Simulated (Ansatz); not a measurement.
H₂GaI (SMILES [GaH2][I]), singlet, geometry from GFN2-xTB (such geometries of metal compounds can be far from the true shape) (core potentials on I); Ansatz (an electronic-structure program) with HF/def2-SV(P).

Here is a job for Ansatz.
Ansatz 0.2 input:
```yaml
crystal:
  periodic: [false, false, false]
  atoms:
    - {symbol: Ga, position_ang: [-0.81342285, -1.26249753, 0.20282962]}
    - {symbol: H, position_ang: [-0.36640752, -2.28285017, 1.28436501]}
    - {symbol: H, position_ang: [-2.07074385, -1.49980429, -0.67665344]}
    - {symbol: I, position_ang: [0.52175962, 0.80981279, -0.13010245]}
basis:
  gaussian:
    orbitals: def2-SV_P_.json
hamiltonian:
  xc: hf
```
The basis file holds def2-SV(P) in the JSON format of the Basis Set Exchange.

What the program printed (banner, timings and long lists left out):

```
Functional definition: HF
717 factors; integrals over basis functions are off by at most 3.6e-4 eV
mean field evaluation 1: about -60431.8616 eV, gradient 1.2e1 eV
mean field evaluation 2: about -60431.9039 eV, gradient 1.2e1 eV
mean field evaluation 4: about -60432.5428 eV, gradient 1.7e0 eV
mean field evaluation 8: about -60432.5529 eV, gradient 8.8e-2 eV
mean field -60432.55297782 eV, -2220.8553592793 hartree, gradient 5.4e-5 eV, S^2 0.000000; 0 other end points of the search recorded, 0 dependent functions left out
reference -60432.55297782 eV, -2220.8553592793 hartree; 29, 29 occupied and 33, 33 virtual orbitals, 717 factors
Total energy: -60432.55297782 eV, -2220.8553592793 hartree
```
